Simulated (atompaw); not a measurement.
Nd: PAW (atompaw) pseudisation with LDA (PW92), scalar-relativistic reference atom.

- Element: neodymium (Nd)
- Generator: atompaw 4.2.0.5
- Type: PAW
- Functional: LDA (PW92)
- Relativity: scalar-relativistic
- Frozen core: [Kr] 4d10
- Valence charge: 14
- Reference configuration: 4f3 5s2 5p6 5d1 6s2 6p0
- Partial waves: 5s (bound): rc 2.00 bohr; 6s (bound): rc 3.00 bohr; 5p (bound): rc 1.90 bohr; 6p (bound, empty): rc 3.00 bohr; 5d (bound): rc 2.25 bohr; 5d channel at 5.15 Ry: rc 2.25 bohr; 4f (bound): rc 0.95 bohr; 4f channel at 0.05 Ry: rc 0.95 bohr
- Local potential: ultrasoft scheme with l = 4 at 1 Ry, radius 2.75 bohr
- Core correction: smooth core density matched at 2.20 bohr
- Augmentation charge: besselshape compensation charge, radius 3.00 bohr; PAW radius 3.00 bohr; waves and projectors: custom rrkj gramschmidtortho

All-electron outer shells of the reference configuration (LDA (PW92), scalar-relativistic, ld1.x):

| shell | level (eV) | outermost node (bohr) | outermost maximum (bohr) |
| --- | --- | --- | --- |
| 4p | -232.24 | 0.32 | 0.59 |
| 4d | -123.04 | 0.29 | 0.62 |
| 5s | -43.83 | 0.72 | 1.31 |
| 5p | -24.76 | 0.77 | 1.46 |
| 4f | -7.13 | – | 0.65 |
| 6s | -4.01 | 1.73 | 3.55 |
| 5d | -3.06 | 0.87 | 2.10 |
| 6p | -1.40 | 2.07 | 4.74 |

Problem. Does the generator finish with these settings?

Solution. No. atompaw 4.2.0.5 stopped with "atompaw: The overlap operator has at least one negative eigenvalue!": the overlap operator built from these waves and projectors is not positive definite.
